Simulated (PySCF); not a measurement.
C₅H₇O₂ (doublet state).
Numbering: `[CH2:1][C:2](=[O:3])[CH2:4][C:5]([CH3:6])=[O:7]` (hydrogens: H8, H9 on C1; H10, H11 on C4; H12, H13, H14 on C6)

Cartesian coordinates in Å at the GFN2-xTB level; atoms count from 1:
```
atom  x, y, z in Å
C1     1.856   -0.134   -1.417
C2     0.980   -0.659   -0.446
O3     0.534   -1.805   -0.467
C4     0.576    0.301    0.677
C5    -0.809    0.810    0.304
C6    -1.904   -0.161    0.625
O7    -0.970    1.874   -0.232
H8     2.168    0.894   -1.401
H9     2.261   -0.787   -2.171
H10    0.525   -0.255    1.611
H11    1.271    1.134    0.751
H12   -2.828    0.133    0.135
H13   -1.602   -1.159    0.305
H14   -2.059   -0.186    1.702
```

The hyperfine couplings belong to this conformer and change with its torsions.

Theory: UKS B3LYP, pcH-1 on C H O, non-relativistic, mean-field spin-orbit, GIAO (PySCF 2.14.0). The structure is a single GFN2-xTB conformer in the gas phase; no vibrational or solvent corrections. Couplings are sensitive to structure, and on GFN2-xTB geometries they can be far from those on DFT ones. Stability of the SCF solution: not tested.

(1) Give the principal g shifts and their parts.

(2) How much does each term add to the isotropic shift?

(3) What are the electron Larmor frequencies g μB B/h along the three axes at 1200 mT?

(4) In a frozen sample, at which fields do the three g values resonate at 9.5, 34, 94 and 263 GHz (hyperfine left aside), and which band first spreads them over more than twice a line width of 0.5 mT?

Answers

(1) 
```tsv
Δg (ppt)	1	2	3
relativistic mass correction	-0.19	-0.19	-0.19
gauge correction	-0.01	0.04	0.04
orbital Zeeman/spin–orbit	0.00	2.02	6.74
total	-0.19	1.88	6.59
```

So g = 2.00213, 2.00420, 2.00891 and g_iso = 2.00508; the tensor is rhombic: the two nearest values differ by 31 % of g3 − g1. Axes: g3 points within 10° of the C2–O3 bond.

(2) The orbital-Zeeman/spin–orbit term 2.92, the mass correction -0.19 and the gauge correction 0.03 ppt, for a total of 2.76 ppt. The orbital-Zeeman/spin–orbit term is the largest in size. The mass correction is the same along every axis, so the anisotropy comes from the other two: their spans along these axes are 0.05 (gauge) and 6.74 ppt (orbital Zeeman/spin–orbit).

(3) 33.6267, 33.6615, 33.7406 GHz for g1, g2 and g3, a range of 113.9 MHz.

(4) 
```
band    GHz  B(g3) mT  B(g2) mT  B(g1) mT  spread mT
   X    9.5    337.87    338.67    339.02       1.14
   Q   34.0   1209.23   1212.07   1213.32       4.10
   W   94.0   3343.15   3351.01   3354.48      11.32
   J  263.0   9353.72   9375.70   9385.40      31.68
```

The spread grows in proportion to the frequency. X band is the first where it exceeds 1.0 mT.

The largest Mulliken spin populations are on C1 (+0.87), O3 (+0.32) and C2 (-0.12). The positive populations add up to 1.20 and the negative ones to -0.20, together 2S = 1. The angles at C1 add up to 359.9°, so it is planar; its axial dipolar tensor and the negative couplings of its protons fit spin in a p orbital normal to that plane.

The HOMO–LUMO gaps are 6.00 eV among the α and 2.93 eV among the β orbitals.
